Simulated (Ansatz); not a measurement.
Ideal-gas functions of F3HOSW (`[OH][W]([F])([F])([F])=[S]`) at 500 K and 1 bar, from an Ansatz frequency run at PBE0-D4/def2-TZVP.

Molar mass 289.91 g/mol, point group C1 (symmetry number 1), electronic degeneracy 1, moments of inertia 239.403, 272.864, 282.333 u Å². Harmonic wavenumbers (cm⁻¹, unscaled): 120, 161, 208, 216, 219, 247, 290, 341, 578, 591, 638, 686, 709, 754, 3892.

Use S(trans) = R[1.5 ln M + 2.5 ln T − 1.1517]; rotational temperatures θ = 24.2544 K / I; S(rot) = R[ln(√π/σ · √(T³/θAθBθC)) + 1.5]; for each mode x = 1.438777 ν̃/T, S = R[x/(eˣ − 1) − ln(1 − e⁻ˣ)] and H = RT x/(eˣ − 1); 1 cm⁻¹ = 0.0119627 kJ/mol; R = 8.31446 J/(mol·K).

**Question.** By hand: the entropy, in J/(mol·K).

**Answer.** Translation 190.3. Rotation: θ = 0.1013, 0.0889, 0.0859 K, giving 124.5. Vibration, mode by mode: 17.20, 14.79, 12.71, 12.40, 12.29, 11.33, 10.06, 8.80, 4.98, 4.83, 4.34, 3.89, 3.69, 3.33, 0.00, in all 124.6. Electronic 0.0. Sum 439.4 J/(mol·K).

**Question.** By hand: H − E and G − E in kJ/mol, counted from the electronic energy.

**Answer.** Zero-point energy ½ × 9650 × 0.0119627 = 57.7; thermal vibration 32.1; translation, rotation and pV give 4 RT = 16.6. H − E = 106.4 kJ/mol, and G − E = 106.4 − 500 × 439.4/1000 = -113.3 kJ/mol.

Vibration gives 28 % of the entropy, 17.2 J/(mol·K) of it from the mode under 150 cm⁻¹: soft modes count most, and the harmonic formula is weakest for them. The sum counts one conformer and one mirror image; others add a mixing term.
